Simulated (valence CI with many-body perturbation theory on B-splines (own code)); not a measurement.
Sb12+: key properties

Method: valence CI with perturbative core correlation (CI+MBPT): three valence electrons over a frozen Dirac-Fock core [Kr], radial functions for each j: 7 s, 7 p, 8 d, 6 f, 4 g, 1 h, with the one-electron correlation potential Σ1, the two-electron term Σ2, the three-electron term Σ3, Breit, model QED; selected CI, second order for the rest, scaled by the run's own slope (own B-spline code, finite nucleus).

No measured spectrum was set against this ion. As an estimate, terms of the open shell hold to 2 to 4 % of their energy, and close levels can change places. The list stops below the first excitations out of the core. Only levels of the ground parity were solved; by the run's estimate the other parity begins above the list, which can be wrong where configurations are misplaced.

Names give the largest LS component (configuration and term), which can be under half, so a name can repeat, a term be missing and a line seem to break the LS rules; names also repeat where a configuration has a term twice.

Rates and lifetimes use the calculated energies. Strong lines usually hold to 10 to 20 %, long lifetimes can be off by a factor of two.

**Question.** What is the ground level?

**Answer.** 4d3 4F_3/2, composition 90 % 4d3 4F + 9 % 4d3 2D, g = 0.444.

**Question.** What is the ionisation energy?

**Answer.** 265.74 eV; NIST lists 265 ± 3 eV (theoretical).

**Question.** How well does LS coupling describe the low levels?

**Answer.** Among the lowest 19 levels the leading LS term, summed over configurations, holds 81 % on average. For single configurations the figures are 81 % in LS and 72 % in jj coupling. Terms mix most in the J = 3/2 level at 5.059 eV, where the leading one holds 50 %.

**Question.** How is the term 4F of the ground level split?

**Answer.** J = 3/2 at 0.000, J = 5/2 at 0.854, J = 7/2 at 1.664, J = 9/2 at 2.329 eV.
